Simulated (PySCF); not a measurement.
# One molecule, several mistakes: CH6NOSi

Calculated results; nothing here was measured. They come from PySCF 2.14.0, an open-source quantum chemistry program, on an isolated molecule that a program drew, which may never have been made. The molecule is CH6NOSi (charge 0, doublet), drawn as the SMILES string `NC[SiH]O`.

Each row is a Hartree-Fock (HF) and frozen-core CCSD(T) single point in the cc-pV(D+d)Z basis, meant for a local HF minimum. Run 1 is clean. Each other run has one planted mistake out of seven kinds, and not every kind appears here: one electron removed, one electron added, multiplicity raised by two, geometry at a saddle point, minimal basis STO-3G, one bond length entered in bohr, all coordinates scaled. The reference is restricted for singlets and unrestricted otherwise, and also for a bond in bohr. Adding or removing an electron swaps singlet and doublet. Electrons count all cores. HOMO and LUMO are orbital energies over both spins, the gradient is its largest component, and the lowest frequency (negative if imaginary) is given only where the gradient is small. Bond lengths are over the 9 bonds as drawn. T1 is the CCSD diagnostic: over 0.02 (restricted) or 0.045 (unrestricted) a single reference is doubtful.

Geometry of the clean run:
```xyz
10
CH6NOSi, angstrom
N    -1.7857    2.1397    0.6691
C    -1.5039    0.7528    1.0362
Si    0.3624    0.4749    1.0605
O     0.5894   -1.1658    1.1738
H    -1.5498    2.3008   -0.2957
H    -2.7696    2.3329    0.7485
H    -1.9795    0.0005    0.3895
H    -1.8829    0.5726    2.0459
H     0.9673    1.0098   -0.1949
H     1.4711   -1.4975    1.2505
```

```
run  electrons  basis functions  <S^2>  HOMO (eV)  LUMO (eV)  gradient (hartree/bohr)  lowest frequency (cm^-1)  mean bond (Å)  longest bond (Å)      T1  HF (hartree)  CCSD(T) (hartree)               mistake
  1         41               95  0.753      -8.45       2.26                  3.0e-05                        95         1.2947             1.887  0.0122    -459.61043         -460.25172              no fault
  2         42               95  0.000       0.40       9.02                  7.0e-02                         -         1.2947             1.887  0.0102    -459.55946         -460.22913    one electron added
  3         40               95  0.000     -15.56      -6.51                  6.9e-02                         -         1.2947             1.887  0.0188    -459.33429         -459.97942  one electron removed
  4         41               95  3.763      -2.48       0.60                  7.2e-02                         -         1.2947             1.887  0.0312    -459.38665         -460.01768                     ?
```

**Which mistake was planted in run 4, and what did it cost?**

Electrons, basis and geometry are unchanged, and <S^2> is 3.763, beside S(S+1) = 3.75 for a multiplicity of 4. So the mistake is: multiplicity raised by two. Subtracting run 1 and multiplying by 627.51 kcal/mol a hartree, the energy moved by 140.4 kcal/mol in HF and 146.9 kcal/mol in CCSD(T).

Cautions from the logs. Run 2: the HOMO is above zero, so the electron isn't bound and the energy depends on the basis.
